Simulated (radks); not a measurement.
The numbers below are computed, except where a source is named.
Valence configurations of Tc I (all share [Kr]). Code: a radial shooting solver on a logarithmic mesh with Libxc functionals. Model: scalar-relativistic Kohn-Sham, PBE, spin-unpolarised, spherical densities, finite nucleus; Fermi nuclear charge, rms radius 4.4112 fm. Energies are relative to 4d5 5s2; eigenvalues in eV.

| valence | E (eV) | e(4d) | e(5p) | e(5s) |
|---|---|---|---|---|
| 4d6 5s1 | -0.939 | -4.474 | - | -4.170 |
| 4d7 | -0.714 | -2.723 | - | - |
| 4d5 5s2 | 0.000 | -6.662 | - | -5.043 |
| 4d5.5 5s1 5p0.5 | 1.100 | -6.255 | -1.572 | -5.103 |
| 4d5 5s1.5 5p0.5 | 1.849 | -7.379 | -1.772 | -5.528 |
| 4d5.5 5s0.5 5p1 | 2.894 | -6.922 | -1.907 | -5.550 |
| 4d4.5 5s2 5p0.5 | 2.963 | -8.582 | -1.984 | -5.970 |
| 4d5 5s1 5p1 | 3.754 | -8.038 | -2.098 | -5.962 |
| 4d4 5s2 5p1 | 6.606 | -10.490 | -2.512 | -6.829 |
| 4d5 5p2 | 7.711 | -9.241 | -2.677 | - |

NIST lists [Kr] 4d5 5s2 as the ground configuration; this level of theory puts 4d6 5s1 lower, by 0.939 eV. The energies are those of spherical spin-averaged densities, not of single terms.
